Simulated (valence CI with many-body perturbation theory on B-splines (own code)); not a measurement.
**Re LXIX in brief**

Level of theory: relativistic CI+MBPT: five valence electrons over a frozen Dirac-Fock core [He], radial functions for each j: 9 s, 9 p, 8 d, 6 f, 3 g, 1 h, with the one-electron correlation potential Σ1 (screened to all orders), the two-electron term Σ2, the three-electron term Σ3, Breit, model QED; selected single and double excitations, second order for the rest (own B-spline code, finite nucleus).

The last digits are not significant, and no measured levels were compared; by estimate large intervals hold to a few tenths of a per cent, small ones and those within an open d or f shell to about a per cent. Among the levels kept, up to 1200 cm⁻¹ of a level comes from second order outside the variational space, and about a tenth of that is noise between levels of different J, which matters for small intervals.

Levels are named by their leading jj configuration (3d3/2^4 stands for four electrons in 3d with j = 3/2), which in mixed levels can hold well under half, so a name can repeat and another be missing.

Rates and lifetimes use the calculated energies. Strong lines usually hold to 10 to 20 %, long lifetimes can be off by a factor of two.

What is the ground level?

(2s^2 2p1/2^2 2p3/2) J=3/2, composition 49 % 2s2 2p3 2P° + 27 % 2s2 2p3 2D° + 24 % 2s2 2p3 4S°, g = 1.310.

What is the ionisation energy?

17124 eV; NIST lists 17120 ± 50 eV (theoretical).

Name the longest-lived excited levels whose lifetime is computed, and their main decay.

(2s^2 2p1/2 2p3/2^2) J=5/2 at 110.31 Ry lives 194 ps, mostly by M1 to (2s^2 2p1/2^2 2p3/2) J=3/2; (2s^2 2p1/2 2p3/2^2) J=1/2 at 114.27 Ry lives 60.1 ps, mostly by M1 to (2s^2 2p1/2^2 2p3/2) J=3/2; (2s^2 2p1/2 2p3/2^2) J=3/2 at 108.61 Ry lives 33.3 ps, mostly by M1 to (2s^2 2p1/2^2 2p3/2) J=3/2.

Among levels below 856.48 Ry, which E1 lines absorb most strongly from the ground level?

to (2s^2 2p1/2^2 3d5/2) J=5/2 at 0.1262 nm, f = 0.549; to (2s^2 2p1/2 2p3/2 3d3/2) J=5/2 at 0.1104 nm, f = 0.508; to (2s^2 2p1/2 2p3/2 3d3/2) J=3/2 at 0.1103 nm, f = 0.302.

Where does the other parity begin?

At (2s 2p1/2^2 2p3/2^2) J=5/2, 134.62 Ry.
